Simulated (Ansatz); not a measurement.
A nudged elastic band was laid between two geometries of BrF2HSTi (6 atoms, charge 0, multiplicity 1).

Method: Ansatz, RKS PBE0-D4/def2-SVP.

```
movable images  : 7
climbing image  : yes
spring          : 5.0 eV/Å²
optimiser       : quadratic models (default)
start path      : through a guess of the saddle point
force threshold : 0.05 eV/Å
iteration limit : 50
end points      : relaxed
```

Image 0:

```xyz
6
Properties=species:S:1:pos:R:3
Ti -0.203 0.329 0.352
Br 1.857 1.410 0.562
S 0.125 -1.793 -0.348
H 0.358 -1.331 -1.602
F -1.141 1.155 -0.837
F -0.995 0.229 1.873
```

Image 8:

```xyz
6
Properties=species:S:1:pos:R:3
Ti -0.230 0.456 0.119
Br 1.848 1.458 0.479
S 0.013 -1.281 -1.304
H 0.513 -2.033 -0.290
F -1.322 1.556 -0.623
F -0.822 -0.155 1.619
```

Which bonds break or form, and what moves?

No bond is made or broken.  The two ends are copies of one structure, up to a mirror image or an exchange of like atoms.

What energy profile does the band end with?

The forces met the threshold. The highest image is number 4 of 0 to 8, 7.4 kJ/mol above the ends, which have the same energy within 2 meV. A vibrational analysis at the climbing image gives one clearly imaginary mode, 197i cm⁻¹: a first-order saddle point.

```json
{"image": "0", "path coordinate (Å)": "0.00", "energy (kJ/mol)": "0.0"}
{"image": "1", "path coordinate (Å)": "0.34", "energy (kJ/mol)": "0.9"}
{"image": "2", "path coordinate (Å)": "0.67", "energy (kJ/mol)": "3.2"}
{"image": "3", "path coordinate (Å)": "1.01", "energy (kJ/mol)": "6.0"}
{"image": "4", "path coordinate (Å)": "1.35", "energy (kJ/mol)": "7.4"}
{"image": "5", "path coordinate (Å)": "1.69", "energy (kJ/mol)": "6.0"}
{"image": "6", "path coordinate (Å)": "2.04", "energy (kJ/mol)": "3.1"}
{"image": "7", "path coordinate (Å)": "2.38", "energy (kJ/mol)": "0.8"}
{"image": "8", "path coordinate (Å)": "2.73", "energy (kJ/mol)": "0.0"}
```

What is the geometry of the highest image?


```xyz
6
Properties=species:S:1:pos:R:3
Ti -0.325 0.365 0.227
Br 1.792 1.343 0.193
S -0.199 -1.705 -0.689
H 1.127 -1.512 -0.892
F -1.466 1.290 -0.672
F -0.931 0.217 1.832
```

What are the harmonic wavenumbers there?

197i, 111, 141, 167, 168, 207, 351, 404, 524, 799, 833, 2696 cm⁻¹.

Run time: 13 min on 2 threads of Arm Neoverse N1 (shared host), peak memory 0.32 GiB.
